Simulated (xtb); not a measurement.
A run for xtb: GFN1-xTB on H2Se2 (SMILES [SeH][SeH]), a point of a torsion scan.

```
$ xtb mol.xyz --gfn 1 --sp --chrg 0 --uhf 0
4

Se    -1.10696163     0.58713587     0.38559648
Se     1.10285738     0.58934503    -0.39455488
H     -1.51328537    -0.58833733    -0.35520943
H      0.95609979    -0.58587123    -1.22699956
```

The head of its log:

```
[...]
           -------------------------------------------------
          |                Calculation Setup                |
           -------------------------------------------------



           -------------------------------------------------
          |                 G F N 1 - x T B                 |
           -------------------------------------------------

        Reference                      10.1021/acs.jctc.7b00118
      * Hamiltonian:
        H0-scaling (s, p, d)           1.850000    2.250000    2.000000
        zeta-weighting                 0.000000
      * Dispersion:
        s8                             2.400000
        a1                             0.630000
        a2                             5.000000
        s9                             0.000000
      * Repulsion:
        kExp                           1.500000
        rExp                           1.000000
      * Coulomb:
        alpha                          2.000000
        third order                    atomic
        anisotropic                    false
      * Halogen bond correction:
        rad-scale                      1.300000
        damping                        0.440000


          ...................................................
          :                      SETUP                      :
          :.................................................:
          :  # basis functions                  24          :
          :  # atomic orbitals                  22          :
          :  # shells                           10          :
          :  # electrons                        14          :
          :  # halogen bonds                     0          :
          :  max. iterations                   250          :
          :  Hamiltonian                  GFN1-xTB          :
          :  restarted?                      false          :
          :  GBSA solvation                  false          :
          :  PC potential                    false          :
          :  electronic temp.          300.0000000     K    :
          :  accuracy                    1.0000000          :
          :  -> integral cutoff          0.2500000E+02      :
          :  -> integral neglect         0.1000000E-07      :
          :  -> SCF convergence          0.1000000E-05 Eh   :
          :  -> wf. convergence          0.2000000E-04 e    :
          :  Broyden damping             0.4000000          :
          :  net charge                          0          :
          :  unpaired electrons                  0          :
          ...................................................

 iter      E             dE          RMSdq      gap      omega  full diag
   1     -7.7807074 -0.778071E+01  0.108E+00    3.07       0.0  T
   2     -7.7856210 -0.491363E-02  0.388E-01    3.07       1.0  T
```

Question: Give the final energy of this run.

Answer: -7.7717 hartree.
